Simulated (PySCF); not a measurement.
## Radial density of Cl (chlorine, neutral)

UHF, [Ne] 3s2 3p5, 2P determinant. All numbers are calculated (PySCF 2.14, no relativity, point nucleus, in aug-cc-pV(5+d)Z (8s7p6d4f3g2h, 136 functions)).

```json
{"r (bohr)": "0.00143", "4πr²ρ (e/bohr)": "0.07900", "4πr²(ρα − ρβ)": "0.0000"}
{"r (bohr)": "0.00241", "4πr²ρ (e/bohr)": "0.2162", "4πr²(ρα − ρβ)": "0.0000"}
{"r (bohr)": "0.00405", "4πr²ρ (e/bohr)": "0.5786", "4πr²(ρα − ρβ)": "0.0000"}
{"r (bohr)": "0.00681", "4πr²ρ (e/bohr)": "1.490", "4πr²(ρα − ρβ)": "0.0000"}
{"r (bohr)": "0.0115", "4πr²ρ (e/bohr)": "3.601", "4πr²(ρα − ρβ)": "0.0001"}
{"r (bohr)": "0.0193", "4πr²ρ (e/bohr)": "7.821", "4πr²(ρα − ρβ)": "0.0003"}
{"r (bohr)": "0.0324", "4πr²ρ (e/bohr)": "14.22", "4πr²(ρα − ρβ)": "0.0016"}
{"r (bohr)": "0.0545", "4πr²ρ (e/bohr)": "19.33", "4πr²(ρα − ρβ)": "0.0077"}
{"r (bohr)": "0.0917", "4πr²ρ (e/bohr)": "17.30", "4πr²(ρα − ρβ)": "0.0324"}
{"r (bohr)": "0.154", "4πr²ρ (e/bohr)": "13.23", "4πr²(ρα − ρβ)": "0.0942"}
{"r (bohr)": "0.260", "4πr²ρ (e/bohr)": "18.26", "4πr²(ρα − ρβ)": "0.1360"}
{"r (bohr)": "0.437", "4πr²ρ (e/bohr)": "15.57", "4πr²(ρα − ρβ)": "0.0259"}
{"r (bohr)": "0.734", "4πr²ρ (e/bohr)": "4.470", "4πr²(ρα − ρβ)": "0.1134"}
{"r (bohr)": "1.24", "4πr²ρ (e/bohr)": "4.483", "4πr²(ρα − ρβ)": "0.6131"}
{"r (bohr)": "2.08", "4πr²ρ (e/bohr)": "2.745", "4πr²(ρα − ρβ)": "0.4137"}
{"r (bohr)": "3.49", "4πr²ρ (e/bohr)": "0.3577", "4πr²(ρα − ρβ)": "0.0454"}
{"r (bohr)": "5.88", "4πr²ρ (e/bohr)": "0.007165", "4πr²(ρα − ρβ)": "0.0003"}
```
